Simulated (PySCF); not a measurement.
Simulation results for B2GeH6N, CH4B2Ge, CH4Ge, C2H6BGe and others

All values are calculated (PySCF 2.14.0). Calculation on a computer-drawn molecule: the log of a Hartree-Fock and frozen-core CCSD(T) single point meant for a local Hartree-Fock minimum, with one planted fault or none, to be diagnosed. Offsets are logged minus clean, where the clean run is the same molecule without the fault. The reference is restricted for singlets and unrestricted otherwise, and also for a bond in bohr or an excited solution. Adding or removing an electron swaps singlet and doublet. The excited solution moves the top pair (singlet) or top alpha electron (doublet) to the lowest empty orbital. Highest occupied and lowest empty are orbital energies over both spins, largest force is the largest gradient component, triples share is (T) over the correlation energy, the T1 limit is 0.02 restricted and 0.045 unrestricted, electrons count all cores, a negative frequency is imaginary (commonest isotopes), and the dipole is about the centre of nuclear charge; on germanium a core potential holds 10 electrons, which the energies leave out, and 3d is frozen in MP2 and coupled-cluster steps.

Common to all runs: meant basis cc-pVDZ; meant basis and core potential on germanium cc-pVDZ-PP ECP10MDF; logged SCF converged yes; logged CC converged yes; logged SCF stable within its kind yes; possible faults no fault, one electron removed, one electron added, multiplicity raised by two, geometry at a saddle point, SCF held on an excited solution, minimal basis STO-3G, one bond length entered in bohr, all coordinates scaled.

(1) B2GeH6N

Logged structure:
```xyz
10
B2GeH6N
B     -1.3714     2.6172     1.2065
N     -0.4552     2.1311     0.0864
B      0.8928     2.8372    -0.1810
Ge    -0.9542     0.5404    -1.0921
H     -2.5168     2.0897     1.5128
H      1.6613     2.4035    -1.1366
H      1.2563     3.8496     0.5374
H     -2.4476     0.0250    -0.6278
H     -0.9600     1.0434    -2.6633
H      0.1760    -0.6422    -0.8755
```

- meant charge: 0
- meant multiplicity: 2
- logged electrons: 55
- logged basis functions: 95
- logged spin squared: 0.7563
- logged highest occupied: -8.9233 eV
- logged lowest empty: 2.1298 eV
- logged largest force: 0.041548 hartree/bohr
- logged T1 diagnostic: 0.016495
- logged D1 diagnostic: 0.059178
- logged triples share: 0.033234
- logged dipole magnitude: 1.8012 debye
- logged energy HF: -400.63351 hartree
- logged energy CCSD(T): -401.12641 hartree
- planted fault: all coordinates scaled, by +8.0 %
- HF energy offset from clean run: 31.18 kcal/mol
- CCSD(T) energy offset from clean run: 21.39 kcal/mol

Drawn bonds:
```
atom  other atom  order
   1           2      1
   2           3      1
   2           4      1
   1           5      1
   3           6      1
   3           7      1
   4           8      1
   4           9      1
   4          10      1
```

(2) CH4B2Ge

Logged structure:
```xyz
8
CH4B2Ge
B     -2.2229    -1.2013     0.3319
Ge    -0.1968    -1.8749     0.0079
B      1.0078    -0.3085    -0.4111
C      1.7617     0.7953    -0.6876
H     -0.1876    -2.8629    -1.1369
H      0.2853    -2.5873     1.2517
H      2.8107     0.7386    -0.8877
H      1.3360     1.7765    -0.7174
```

* meant charge: 0
* meant multiplicity: 1
* logged electrons: 52
* logged basis functions: 85
* logged spin squared: 0
* logged highest occupied: -8.6642 eV
* logged lowest empty: 0.71931 eV
* logged largest force: 0.012516 hartree/bohr
* logged T1 diagnostic: 0.018921
* logged D1 diagnostic: 0.055164
* logged triples share: 0.034645
* logged dipole magnitude: 1.1824 debye
* logged energy HF: -382.74168 hartree
* logged energy CCSD(T): -383.17188 hartree
* planted fault: all coordinates scaled, by -1.5 %
* HF energy offset from clean run: 1.037 kcal/mol
* CCSD(T) energy offset from clean run: 2.304 kcal/mol

Drawn bonds:
```
atom  other atom  order
   1           2      1
   2           3      1
   3           4      2
   2           5      1
   2           6      1
   4           7      1
   4           8      1
```

(3) CH4Ge

Logged structure:
```xyz
6
CH4Ge
C      0.8394     1.4776     0.7418
Ge     1.7656     0.9032    -0.6384
H     -0.1809     1.8237     0.6350
H      1.2625     1.5019     1.7380
H      1.2016     0.8566    -2.0475
H      3.1976     0.4114    -0.5234
```

- meant charge: 0
- meant multiplicity: 1
- logged electrons: 42
- logged basis functions: 57
- logged spin squared: 0
- logged highest occupied: -8.3032 eV
- logged lowest empty: 2.2427 eV
- logged largest force: 1.576e-05 hartree/bohr
- logged lowest frequency: 451.92 cm⁻¹
- logged T1 diagnostic: 0.013758
- logged D1 diagnostic: 0.039931
- logged triples share: 0.034791
- logged dipole magnitude: 0.84587 debye
- logged energy HF: -333.4992 hartree
- logged energy CCSD(T): -333.78313 hartree
- planted fault: no fault
- HF energy offset from clean run: 0 kcal/mol
- CCSD(T) energy offset from clean run: 0 kcal/mol

Drawn bonds:
```
atom  other atom  order
   1           2      2
   1           3      1
   1           4      1
   2           5      1
   2           6      1
```

(4) C2H6BGe

Logged structure:
```xyz
10
C2H6BGe
C      1.4204    -1.1961     3.6477
Ge     1.2345    -2.0425     2.2277
B      0.1151    -1.0492     1.0543
C     -0.7175    -0.2604     0.2409
H      0.9725    -0.2954     3.7903
H      1.9829    -1.5440     4.4198
H      1.7398    -3.2811     1.7951
H     -0.9512     0.6095     0.7407
H     -0.2361    -0.0177    -0.6349
H     -1.5892    -0.7619     0.0261
```

- meant charge: 1
- meant multiplicity: 1
- logged electrons: 54
- logged basis functions: 95
- logged spin squared: 0
- logged highest occupied: -13.874 eV
- logged lowest empty: -4.682 eV
- logged largest force: 0.054012 hartree/bohr
- logged T1 diagnostic: 0.016682
- logged D1 diagnostic: 0.055651
- logged triples share: 0.036716
- logged dipole magnitude: 4.2236 debye
- logged energy HF: -396.90287 hartree
- logged energy CCSD(T): -397.39177 hartree
- planted fault: all coordinates scaled, by -6.2 %
- HF energy offset from clean run: 26.72 kcal/mol
- CCSD(T) energy offset from clean run: 34.77 kcal/mol

Drawn bonds:
```
atom  other atom  order
   1           2      2
   2           3      1
   3           4      1
   1           5      1
   1           6      1
   2           7      1
   4           8      1
   4           9      1
   4          10      1
```

(5) C2H6BGe

Logged structure:
```xyz
10
C2H6BGe
C      1.5143    -1.2752     3.8888
Ge     1.3161    -2.1775     2.3749
B      0.1227    -1.1186     1.1240
C     -0.7649    -0.2776     0.2568
H      1.0368    -0.3149     4.0409
H      2.1140    -1.6460     4.7119
H      1.8548    -3.4980     1.9137
H     -1.0141     0.6497     0.7896
H     -0.2517    -0.0188    -0.6768
H     -1.6942    -0.8123     0.0279
```

* meant charge: 1
* meant multiplicity: 1
* logged electrons: 54
* logged basis functions: 95
* logged spin squared: 0
* logged highest occupied: -13.303 eV
* logged lowest empty: -4.7444 eV
* logged largest force: 4.141e-05 hartree/bohr
* logged lowest frequency: 32.69 cm⁻¹
* logged T1 diagnostic: 0.018565
* logged D1 diagnostic: 0.064606
* logged triples share: 0.039875
* logged dipole magnitude: 4.2566 debye
* logged energy HF: -396.94545 hartree
* logged energy CCSD(T): -397.44718 hartree
* planted fault: no fault
* HF energy offset from clean run: 0 kcal/mol
* CCSD(T) energy offset from clean run: 0 kcal/mol

Drawn bonds:
```
atom  other atom  order
   1           2      2
   2           3      1
   3           4      1
   1           5      1
   1           6      1
   2           7      1
   4           8      1
   4           9      1
   4          10      1
```

(6) CH4BGeO

Logged structure:
```xyz
8
CH4BGeO
C     -1.4119     0.9179    -2.5787
Ge    -0.0542     2.0153    -2.3402
B     -0.0344     2.6840    -0.3969
O     -0.1004     3.1221     0.7639
H     -1.6016     0.4464    -3.5355
H     -2.1083     0.6975    -1.7797
H      1.0739     2.5203    -3.1858
H      0.2352     2.8759     1.6232
```

- meant charge: 1
- meant multiplicity: 1
- logged electrons: 54
- logged basis functions: 85
- logged spin squared: 0
- logged highest occupied: -13.35 eV
- logged lowest empty: -4.2237 eV
- logged largest force: 1.035e-05 hartree/bohr
- logged lowest frequency: 123.91 cm⁻¹
- logged T1 diagnostic: 0.018392
- logged D1 diagnostic: 0.052176
- logged triples share: 0.036553
- logged dipole magnitude: 5.1107 debye
- logged energy HF: -432.83533 hartree
- logged energy CCSD(T): -433.36551 hartree
- planted fault: no fault
- HF energy offset from clean run: 0 kcal/mol
- CCSD(T) energy offset from clean run: 0 kcal/mol

Drawn bonds:
```
atom  other atom  order
   1           2      2
   2           3      1
   3           4      1
   1           5      1
   1           6      1
   2           7      1
   4           8      1
```
